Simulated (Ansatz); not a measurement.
Conformers of `CO[SiH2]S[SiH3]`, each relaxed with PBE0-D4/def2-TZVP in Ansatz. CBS adds the triple-zeta coupled-cluster correction to the MP2 limit.

Not all of them had a frequency check.

Conformer A:

```xyz
13

C     0.292    0.728    1.938
O     0.187   -0.672    1.798
Si   -0.194   -1.422    0.399
S     1.187   -0.981   -1.174
Si    0.000    0.470   -2.199
H     1.094    1.128    1.309
H    -0.646    1.228    1.672
H     0.521    0.947    2.981
H    -1.543   -1.000   -0.072
H    -0.130   -2.868    0.691
H     0.875    1.060   -3.241
H    -0.457    1.536   -1.270
H    -1.188   -0.153   -2.832
```

Conformer B:

```xyz
13

C    -1.776    1.152    0.364
O    -0.496    0.656    0.689
Si    0.864    1.042   -0.143
S     2.329   -0.429    0.283
Si    1.073   -2.120   -0.107
H    -1.901    2.180    0.719
H    -2.519    0.522    0.855
H    -1.956    1.129   -0.717
H     1.439    2.346    0.274
H     0.528    1.079   -1.593
H     1.978   -3.244   -0.456
H     0.171   -1.826   -1.250
H     0.267   -2.486    1.081
```

Task: Which is lowest in electronic energy at CCSD(T)/CBS (frozen core, def2 sets), and by how much? (Estimate.)

Result: The calculation gave: A; B lies 5.2 kJ/mol higher.

Task: Give the energies relative to A (kJ/mol) with r2SCAN-D4/def2-TZVPP, ωB97X-V/def2-TZVPP, SCS-MP2/def2-TZVPP, HF/def2-QZVPP, MP2/def2-QZVPP, HF/CBS(def2), CCSD/CBS(def2). (Best estimate.)

Result: Ansatz gave: 
| level | B |
| --- | --- |
| r2SCAN-D4/def2-TZVPP | 5.0 |
| ωB97X-V/def2-TZVPP | 4.6 |
| SCS-MP2/def2-TZVPP | 4.4 |
| HF/def2-QZVPP | 2.8 |
| MP2/def2-QZVPP | 5.1 |
| HF/CBS(def2) | 2.9 |
| CCSD/CBS(def2) | 4.8 |
